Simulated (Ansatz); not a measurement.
Consider the ligand exchange at a B–C bond: `B/C=C(\C)O` + `OC[SiH2]Br` → `BOC[SiH2]Br` + `C=C(C)O`.

Isolated molecules relaxed with PBE0-D4/def2-TZVP in Ansatz; ΔE leaves out vibrations. CBS: MP2 limit from def2 TZ/QZ plus the TZ coupled-cluster correction, frozen cores. Functionals use def2-TZVPP. B3LYP here is the variant with VWN-RPA as its local correlation; programs differ in this. For Br outer-core shells are correlated without core-valence functions, which leaves a few kJ/mol of doubt a bond. Scalar relativity is left out up to krypton. One conformer a species, not always the lowest.

Question: Is it downhill or uphill in electronic energy at CCSD(T)/CBS, and by how much? (Best estimate.)

Answer: Computed: Downhill: ΔE = -1.09 eV.

Question: What do these levels give: r2SCAN-D4, B3LYP-D4, ωB97M-V, PBE, r2SCAN, HF/def2-TZVPP, MP2/def2-TZVPP, SCS-MP2/def2-TZVPP, CCSD/def2-TZVPP, CCSD(T)/def2-TZVPP, HF/CBS(def2), CCSD/CBS(def2)? (Estimate.)

Answer: Computed: r2SCAN-D4 -0.98, B3LYP-D4 -1.06, ωB97M-V -1.06, PBE -0.93, r2SCAN -0.98, HF/def2-TZVPP -1.18, MP2/def2-TZVPP -1.08, SCS-MP2/def2-TZVPP -1.13, CCSD/def2-TZVPP -1.13, CCSD(T)/def2-TZVPP -1.11, HF/CBS(def2) -1.19, CCSD/CBS(def2) -1.11 eV.

Largest T1 diagnostic among the species: 0.013.

In def2-TZVPP, CCSD(T) changes the Hartree–Fock value by +0.07 eV (the triples alone add +0.02 eV) and MP2 by +0.10 eV. From PBE to PBE0 (25 % exact exchange), in def2-TZVPP and without D4, ΔE moves by −0.04 eV.
